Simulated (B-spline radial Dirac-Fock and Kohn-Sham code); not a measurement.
**Total conversion coefficients of Ta against transition energy**

The computed values come from a B-spline atomic structure program: a Dirac-Hartree-Slater potential of the neutral atom with a Latter tail (no hole, which puts coefficients of high multipoles low close above an edge), finite nucleus with surface currents. Subshells within 1 keV of threshold and pair formation are left out.

```
energy (keV)        E1       E2        E3        E5        M3        M5
        14.1      14.5    42200  8.61e+06  1.16e+11  3.57e+07  4.76e+11
        16.1      10.2    21700  3.86e+06  3.56e+10  1.48e+07  1.48e+11
          20      5.67     7340  1.05e+06  5.45e+09  3.57e+06  2.24e+10
        25.2      3.03     2320    262000  7.94e+08    801000  3.12e+09
        31.6      1.63      753     68000  1.28e+08    190000  4.66e+08
          50     0.459     78.7      4490  3.62e+06     11200  1.08e+07
        54.5     0.362     51.7      2710  1.88e+06      6660  5.42e+06
        89.1     0.495     6.00       157     46900       529    117000
         100     0.368     3.77      82.3     20000       307     49100
         102     0.349     3.49      73.7     17300       280     42500
         111     0.280     2.51      46.2      9290       190     22900
         125     0.206     1.59      24.3      3920       111      9820
         147     0.135    0.878      10.3      1220      54.3      3220
         200    0.0610    0.300      2.24       143      14.6       443
         339    0.0166   0.0577     0.236      5.00      1.78      21.7
         355    0.0149   0.0506     0.198      3.83      1.49      17.0
         392    0.0118   0.0384     0.138      2.21      1.03      10.2
         433   0.00943   0.0293    0.0982      1.30     0.715      6.21
         449   0.00870   0.0267    0.0870      1.08     0.627      5.20
         500   0.00686   0.0203    0.0616     0.637     0.427      3.10
         540   0.00582   0.0168    0.0486     0.445     0.327      2.16
         579   0.00502   0.0142    0.0396     0.326     0.257      1.57
         589   0.00484   0.0136    0.0377     0.302     0.243      1.45
         752   0.00295  0.00783    0.0193     0.112     0.108     0.503
        1000   0.00172  0.00431   0.00958    0.0415    0.0447     0.162
        1050   0.00157  0.00391   0.00856    0.0355    0.0386     0.135
        1060   0.00154  0.00384   0.00837    0.0345    0.0376     0.130
        1360  0.000993  0.00236   0.00481    0.0164    0.0183    0.0534
        2000  0.000521  0.00115   0.00216   0.00589   0.00649    0.0155
```

Task: How fast do they fall between 1060 and 2000 keV?

Result: As powers of the energy: E1 E^-1.71, E2 E^-1.90, E3 E^-2.14, E5 E^-2.78, M3 E^-2.77, M5 E^-3.35. Within one type (E or M) the higher multipoles fall faster.
